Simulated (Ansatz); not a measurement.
Breaking a bond: SNa (cation, charge +1), lowest triplet found (which spin is the ground state isn't settled by this scan).

Computed with: ROHF/aug-cc-pVDZ (Ansatz, a first-principles code); ROMP2 = Ansatz with MP2 on ROHF/aug-cc-pVDZ, frozen core; ROCCSD = CCSD on ROHF/aug-cc-pVDZ, frozen core run with Ansatz; ROCCSD(T) = Ansatz with CCSD(T) on ROHF/aug-cc-pVDZ, frozen core; UHF/aug-cc-pVDZ (Ansatz); UMP2 = MP2 on UHF/aug-cc-pVDZ, frozen core in Ansatz; UCCSD = CCSD on UHF/aug-cc-pVDZ, frozen core (Ansatz); UCCSD(T) = Ansatz with CCSD(T) on UHF/aug-cc-pVDZ, frozen core; ROCCSDT = CCSDT on ROHF/aug-cc-pVDZ, frozen core (Ansatz); UCCSDT = CCSDT on UHF/aug-cc-pVDZ, frozen core (Ansatz); UCCSDT(Q) = CCSDT(Q) on UHF/aug-cc-pVDZ, frozen core in Ansatz; UKS-PBE = unrestricted PBE/aug-cc-pVDZ (Ansatz); UKS-PBE0 = unrestricted PBE0/aug-cc-pVDZ (Ansatz); FCI = full CI/aug-cc-pVDZ, frozen core (Ansatz).

All curves are set to zero at 2.90 Å and compared with full CI in the same basis at 2.90, 3.06, 3.25, 3.39, 3.66, 3.93, 4.32, 4.84, 5.32, 6.01, 6.84, 7.86, 9.28 Å.

Problem. Which method stays most parallel to full CI over these points, and which least?

Solution. UCCSDT(Q) has the smallest spread and UKS-PBE the largest. In order (mEh): UCCSDT(Q) 0.00, ROCCSDT 0.00, UCCSDT 0.01, UCCSD(T) 0.03, ROCCSD(T) 0.03, UCCSD 0.12, ROCCSD 0.13, UMP2 0.17, ROMP2 0.25, UHF 0.49, ROHF 0.61, UKS-PBE0 2.35, UKS-PBE 3.03.

Errors against full CI at some of the points (mEh):

```csv
method,3.66 Å,4.32 Å,6.01 Å,6.84 Å,9.28 Å
UCCSDT(Q),0.0,0.0,0.0,0.0,0.0
ROCCSDT,0.0,0.0,0.0,0.0,0.0
UCCSDT,0.0,0.0,0.0,0.0,0.0
UCCSD(T),0.0,0.0,0.0,0.0,0.0
ROCCSD(T),0.0,0.0,0.0,0.0,0.0
UCCSD,0.1,0.0,0.0,-0.1,-0.1
ROCCSD,0.1,0.0,-0.1,-0.1,-0.1
UMP2,0.1,0.0,-0.1,-0.1,-0.1
ROMP2,0.2,0.1,-0.1,-0.1,-0.1
UHF,0.5,0.4,0.2,0.2,0.2
ROHF,0.4,0.2,-0.1,-0.1,-0.2
UKS-PBE0,1.7,2.1,2.4,2.3,2.3
UKS-PBE,1.6,2.2,3.0,3.0,3.0
```
